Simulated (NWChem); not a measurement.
System: NH3Se; SMILES [SeH]N

Here is an NWChem input.

```
start job
memory heap 200 mb stack 900 mb global 1100 mb
geometry units angstroms noautosym nocenter noautoz
  Se     0.051900    -0.381493     0.000000
  H     -1.408318    -0.639363     0.000000
  N      0.083643     1.458221     0.000000
  H     -0.361299     1.830915     0.827396
  H     -0.361299     1.830915    -0.827396
end
basis spherical
  * library 6-31g*
end
dft
  xc b3lyp
  iterations 150
end
property
  response 1 0.0773
end
task dft property
```

The geometry was optimised at PBE0-D3(BJ)/def2-TZVP.

Field at 589 nm.

**Question.** What results follow from this input? (B3LYP/6-31G* (spherical d).) Quantities: isotropic polarisability (bohr³); anisotropy (bohr³).

**Answer.** 
```
Property                          Result
--------------------------------  ------
isotropic polarisability (bohr³)    27.7
anisotropy (bohr³)                   9.7
```
